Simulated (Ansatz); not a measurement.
`C=NB(O)F` + HBr → `C=NB(F)Br` + H₂O at 500 K and 1 bar (ligand exchange at a B–O bond).

Calculated with Ansatz (gas phase, PBE0-D4/def2-TZVP geometries, no zero-point term in ΔE). CCSD(T)/CBS adds triple-zeta CCSD(T) − MP2 to the extrapolated MP2 energy (def2 sets, frozen cores). This one scheme is used for every species. For Br outer-core shells are correlated without core-valence functions, which leaves a few kJ/mol of doubt a bond. Scalar relativity is left out up to krypton. Each species was taken in one conformer, which may not be the lowest.

```
    species  CCSD(T)/CBS energy (Eh)  H − E (kJ/mol)  S (J/(mol·K))
 `C=NB(O)F`               -294.43506           175.3          357.2
        HBr              -2573.91920            30.5          213.7
`C=NB(F)Br`              -2791.95772           137.3          377.9
        H₂O                -76.37941            73.2          206.3
```

H − E and S are ideal-gas, rigid-rotor, harmonic terms from PBE0-D4/def2-TZVP, for one conformer and one mirror image of each species. 1 Eh = 2625.50 kJ/mol, R = 8.31446 J/(mol·K).

Q: By hand: ΔE, ΔH, ΔS and ΔG.

A: ΔE = (-2791.95772) + (-76.37941) − (-294.43506) − (-2573.91920) = 0.01713 Eh = 45.0 kJ/mol. Δ(H − E) = 137.3 + 73.2 − 175.3 − 30.5 = 4.7, so ΔH = 49.7 kJ/mol. ΔS = 377.9 + 206.3 − 357.2 − 213.7 = 13.3 J/(mol·K). ΔG = 49.7 − 500 × (13.3)/1000 = 43.1 kJ/mol.

Q: By hand: the equilibrium constant, and the temperature at which ΔG would vanish if ΔH and ΔS stayed fixed.

A: log₁₀ K = −ΔG/(RT ln 10) = -4.5. ΔG = 0 at ΔH/ΔS = 3737 K, far beyond where these terms or the molecules hold.

The number of gas molecules stays the same, so ΔS is small and ΔH decides. A doubt of 5 kJ/mol in ΔE shifts log₁₀ K by 0.5 here. Other conformers and mirror images would add mixing entropy, several J/(mol·K) or more a flexible species. These are equilibria of isolated gas molecules and say nothing of rates. Largest T1 diagnostic: 0.013 (customary marks: 0.02 for closed shells, 0.045 for open ones).
